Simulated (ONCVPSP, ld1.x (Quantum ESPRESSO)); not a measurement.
# Potentials for tellurium compared

Generated with ld1.x 7.5 (TM, RRKJ, ultrasoft, PAW), atompaw 4.2 or ONCVPSP 4.0.1. The cutoff is in Ry: for ld1.x and atompaw files where the sum of valence levels is converged to 10 mRy in a Bessel basis, for ONCV files where the hardest occupied wave has 1 mHa per electron of residual kinetic energy. The error is the largest all-electron minus pseudo excitation energy over each file’s own four to seven test configurations (ionisations up to +4, promotions, holes and added fractions of an electron), all of which were solved. The labels leave out finer settings (local radius, basis sizes, second energies), which also bear on the numbers. Spin-polarised tests are not counted. The rows are a selection from randomly drawn settings: files with unsolved tests, undetermined cutoffs or missed reference levels are left out.

| potential | cutoff (Ry) | largest error (meV) | bound ghosts |
| --- | --- | --- | --- |
| ONCV, PBE, scalar-relativistic, rc 1.30/1.40/1.45 (spd), local smoothed, core correction yes, reference 4s2 4p6 4d10 5s2 5p2, qcut 11.3/9.9/11.2, projectors 2/2/2 | 89 | +17 | none |
| ONCV, PBE, scalar-relativistic, rc 1.35/1.10/1.05 (spd), local smoothed, core correction yes, reference 4s2 4p6 4d10 5s2 5p4, qcut 11.2/15.4/10.3, projectors 2/2/2 | 147 | -10.0 | none |
| TM semilocal, PBEsol, scalar-relativistic, rc 1.65/2.40/2.35 (spd), local p, core correction yes, reference 5s2 5p4 | 30 | -242 | none |
| ONCV, PBEsol, scalar-relativistic, rc 1.50/2.25 (sp), local s, core correction yes, reference 5s2 5p4, qcut 5.4/3.6, projectors 0/3 | 28 | -1121 | none |
| TM, PBEsol, fully relativistic, rc 1.45/2.05/1.15 (spd), local smoothed, core correction no, reference 4d10 5s2 5p4 | 110 | -92 | none |

Task: Fill in the row for Te: TM, PBEsol, scalar-relativistic, rc 1.75/2.30 (sp), local smoothed, core correction no, reference 5s2 5p4.

Result: cutoff 30 Ry, largest error -50 meV, bound ghosts: none.
